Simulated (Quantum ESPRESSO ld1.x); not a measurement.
The mean radii <r> (bohr) of the occupied orbitals of an atom or ion are listed with their occupations. All-electron calculation, scalar-relativistic Kohn-Sham, LDA (Slater exchange, Perdew-Zunger correlation), spin-polarised, spherical densities, point nucleus. Program: ld1.x of Quantum ESPRESSO 7.5.

| orbital | occ. | <r> |
|---|---|---|
| 1s up | 1 | 0.03520 |
| 1s down | 1 | 0.03520 |
| 2s up | 1 | 0.1538 |
| 2s down | 1 | 0.1538 |
| 2p up | 3 | 0.1339 |
| 2p down | 3 | 0.1339 |
| 3s up | 1 | 0.4273 |
| 3s down | 1 | 0.4271 |
| 3p up | 3 | 0.4277 |
| 3p down | 3 | 0.4275 |
| 3d up | 5 | 0.4091 |
| 3d down | 5 | 0.4087 |
| 4s up | 1 | 0.9879 |
| 4s down | 1 | 0.9877 |
| 4p up | 1 | 1.042 |

Name the element and its charge. Open shells, if any, are filled with parallel spins first.

Answer. Z = 42, molybdenum, charge +11: Mo11+ in [Ar] 3d10 4s2 4p1. The 1s radius gives Z: for a bare nucleus <r> = (2 gamma + 1)/(2Z) with gamma = sqrt(1 - (Z/c)^2), 0.03457 bohr for Z = 42, and screening makes it slightly larger (0.03520 here). The occupations add up to 31, and the charge is Z minus that.
